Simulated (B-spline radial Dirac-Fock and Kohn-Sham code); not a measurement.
## Width and fluorescence yield of the N4 (4d3/2) hole, In to Pm

These are calculated numbers from a radial B-spline solver; the model is independent-particle rates on relativistic LDA orbitals of the hole state (multipoles up to L = 3, Coulomb Auger matrix elements, transition energies from Dirac-Fock). Free neutral atoms. Recommended widths: Campbell and Papp (2001); yields: xraylib tables.

| Z | element | Γ (eV) | recommended Γ | ω | Coster-Kronig yield |
| --- | --- | --- | --- | --- | --- |
| 49 | In | 0.0261 | – | 5.48e-06 | 0.000 |
| 50 | Sn | 0.0758 | 0.0800 | 7.22e-06 | 0.000 |
| 51 | Sb | 0.153 | 0.140 | 8.92e-06 | 0.000 |
| 52 | Te | 0.142 | 0.170 | 1.96e-05 | 0.000 |
| 53 | I | 0.110 | 0.110 | 4.52e-05 | 0.000 |
| 54 | Xe | 0.0989 | 0.100 | 8.34e-05 | 0.000 |
| 55 | Cs | 0.0911 | 0.0800 | 0.000131 | 0.000 |
| 56 | Ba | 0.0925 | 0.0800 | 0.000178 | 0.000 |
| 57 | La | ? | ? | ? | ? |
| 58 | Ce | 0.251 | 0.610 | 0.000187 | 0.570 |
| 59 | Pr | 0.626 | 0.780 | 0.000159 | 0.870 |
| 60 | Nd | 0.916 | 1.05 | 0.000151 | 0.914 |
| 61 | Pm | 1.26 | 1.38 | 0.000145 | 0.940 |

Q: What does the model give for La?

A: Γ = 0.113 eV, ω = 0.000188, Coster-Kronig yield 0.000; the recommended width is 0.0900 eV.
